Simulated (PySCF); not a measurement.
FNbO₂, multiplicity 1. Atoms are numbered in the order given.

```xyz
4

Nb    -0.0457    -0.2170     0.0000
O     -0.8899     0.3809     1.3838
O     -0.8899     0.3809    -1.3838
F      1.7902     0.3114     0.0000
```

The structure is a stationary point at PBE-D3(BJ)/def2-TZVP. The spin state was assumed, not searched. The def2 effective core potentials stand for the cores of Nb; spin–orbit coupling is left out.

The numbers are results of CAM-B3LYP/def2-TZVPD (PySCF), not measurements.

Mulliken values depend strongly on the basis, most of all with diffuse functions as here. ESP charges are fitted to the potential on shells at 1.4 to 2.0 van der Waals radii. Atomic charges (e):

```tsv
atom	Mulliken	ESP fit
Nb1	2.13	1.88
O2	-0.74	-0.68
O3	-0.74	-0.68
F4	-0.65	-0.52
```
